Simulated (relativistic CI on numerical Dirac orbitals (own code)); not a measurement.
## Er XXVI: sensitivity of the levels to the model

Base calculation: Dirac-Coulomb-Breit CI, orbitals from a KLI potential per configuration, model QED (radiative potential, 1s self-energy scaled to tabulated hydrogen-like ionisation energies), unscaled Slater integrals.

CI space (outside the closed core [Ar] 3d10): 4s²4p⁶4d⁷, 4s²4p⁵4d⁸, 4s²4p⁶4d⁶4f, 4s4p⁶4d⁸, 4s²4p⁵4d⁷4f, 4s4p⁶4d⁷4f, 4s²4p⁶4d⁶5s, 4s²4p⁶4d⁶5p, 4s²4p⁶4d⁵4f5s, 4s²4p⁶4d⁶5d, 4s²4p⁵4d⁷5s, 4s²4p⁶4d⁵5s5p, 4s²4p⁶4d⁶5f, 4s²4p⁵4d⁷5p, 4s²4p⁶4d⁶6s, 4p⁶4d⁸4f, 4s4p⁶4d⁷5s, 4p⁶4d⁹, 4p⁵4d¹⁰, 4p⁵4d⁹4f, 4s²4p⁶4d⁵5s², 4s²4p⁶4d⁴4f5s², 4s²4p⁵4d⁵4f5s², 4s4p⁶4d⁵4f5s², 4p⁶4d⁸5s, 4p⁵4d⁹5s, 4p⁵4d⁸4f5s. Double excitations out of closed p, d and f shells are left out; levels of such configurations are missing from the list, as are those of other unlisted configurations, and high levels can miss mixing partners. These lack a partner that the ground configuration has and come out too high: 4s²4p⁵4d⁷5p.

Variants: (1) configuration mixing switched off. Shifts of the energy above 4s²4p⁶4d⁷ ⁴F9/2, in cm⁻¹, for the lowest level and the first level of each name with at least 55 % of one term (blank where a level changes its place among those of its configuration and J or its character, or is not in the variant):

| Level | Base | Δ(1) |
| --- | --- | --- |
| 4s²4p⁶4d⁷ ⁴F9/2 | 0 | 0 |
| 4s²4p⁶4d⁷ ⁴F7/2 | 73512 | -628 |
| 4s²4p⁶4d⁷ ⁴P5/2 | 104382 | -1384 |
| 4s²4p⁶4d⁷ ²H11/2 | 118974 | +1570 |
| 4s²4p⁶4d⁷ ²G7/2 | 132876 | -115 |
| 4s²4p⁶4d⁷ ²F5/2 | 153927 | -497 |
| 4s²4p⁶4d⁷ ²H9/2 | 196372 | +425 |
| 4s²4p⁶4d⁷ ²D3/2 | 203925 | -3591 |
| 4s²4p⁶4d⁷ ²F7/2 | 211566 | -325 |
| 4s²4p⁵4d⁸ ⁴G°11/2 | 1201223 | -5753 |
| 4s²4p⁶4d⁶4f ⁶G°13/2 | 1334319 | -30267 |
| 4s²4p⁵4d⁸ ²H°11/2 | 1361149 | +21837 |

At this charge energies of transitions that change n are usually good to better than 1 %, and those within a shell (Δn = 0) to a few per cent. Terms inside the open d or f shell come out 10 to 20 % too wide with unscaled integrals.

Ionisation energy from the two ground configurations alone: base 898.96 eV. The NIST ASD value (theoretical) is 899 eV.

LS names give the leading component of a level, which can be under half, so a name can repeat, a term be missing and a line seem to break the LS rules.
